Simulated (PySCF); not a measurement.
**Electron correlation in Ru (ruthenium, neutral)**

[Kr] 4d6 5s1 5p1, one real determinant (an excited configuration). All numbers are calculated (PySCF 2.14, a scalar-relativistic core potential, in aug-cc-pVDZ-PP with ECP28MDF (5s5p4d2f, 54 functions)). Frozen: 4s2 4p6; 8 electrons correlated.

```tsv
level	correlation energy (mhartree)
CCSD	-118.93
(T)	-2.99
CCSD(T)	-121.92
```

Diagnostics: T1 = 0.012, D1 = 0.0349, largest double amplitude 0.064.

The real determinant used has ⟨L²⟩ near 8 against 12 for a pure F term, so it mixes terms.

Cost of the coupled-cluster step: roughly 5 core-seconds, for 8 correlated electrons.

Iterations:

```
CC2 = 0
CCSD nocc = (np.int64(7), np.int64(1)), nmo = (50, 50)
frozen orbitals [[0, 1, 2, 3], [0, 1, 2, 3]]
max_cycle = 100
direct = 0
conv_tol = 1e-08
conv_tol_normt = 1e-06
diis_space = 8
diis_start_cycle = 0
Init t2, MP2 energy = -0.109193841264833
Init E_corr(UCCSD) = -0.109193841274479
cycle = 1  E_corr(UCCSD) = -0.115713514589303  dE = -0.00651967331  norm(t1,t2) = 0.0376961
cycle = 2  E_corr(UCCSD) = -0.117212622703635  dE = -0.00149910811  norm(t1,t2) = 0.0174585
cycle = 3  E_corr(UCCSD) = -0.118256913999791  dE = -0.0010442913  norm(t1,t2) = 0.01138
cycle = 4  E_corr(UCCSD) = -0.118448731330913  dE = -0.000191817331  norm(t1,t2) = 0.00754625
cycle = 5  E_corr(UCCSD) = -0.118737279764649  dE = -0.000288548434  norm(t1,t2) = 0.00527529
cycle = 6  E_corr(UCCSD) = -0.118921592304097  dE = -0.000184312539  norm(t1,t2) = 0.00260546
cycle = 7  E_corr(UCCSD) = -0.118923337474684  dE = -1.74517059e-06  norm(t1,t2) = 0.00100637
cycle = 8  E_corr(UCCSD) = -0.11892405812395  dE = -7.20649266e-07  norm(t1,t2) = 0.000399807
cycle = 9  E_corr(UCCSD) = -0.11892670151385  dE = -2.6433899e-06  norm(t1,t2) = 0.000200443
cycle = 10  E_corr(UCCSD) = -0.118926612851035  dE = 8.86628149e-08  norm(t1,t2) = 8.77993e-05
cycle = 11  E_corr(UCCSD) = -0.118926587229023  dE = 2.56220121e-08  norm(t1,t2) = 4.33519e-05
cycle = 12  E_corr(UCCSD) = -0.11892677483834  dE = -1.87609316e-07  norm(t1,t2) = 1.68415e-05
cycle = 13  E_corr(UCCSD) = -0.118926762067532  dE = 1.2770807e-08  norm(t1,t2) = 4.81083e-06
cycle = 14  E_corr(UCCSD) = -0.118926744140368  dE = 1.79271646e-08  norm(t1,t2) = 1.57805e-06
cycle = 15  E_corr(UCCSD) = -0.118926726989963  dE = 1.71504048e-08  norm(t1,t2) = 6.96631e-07
cycle = 16  E_corr(UCCSD) = -0.118926719982069  dE = 7.00789381e-09  norm(t1,t2) = 3.1283e-07
UCCSD converged
E(UCCSD) = -93.87171878388476  E_corr = -0.1189267199820693
UCCSD(T) correction = -0.00299022998075867
```

The reference is one real determinant that mixes LS terms of this configuration.
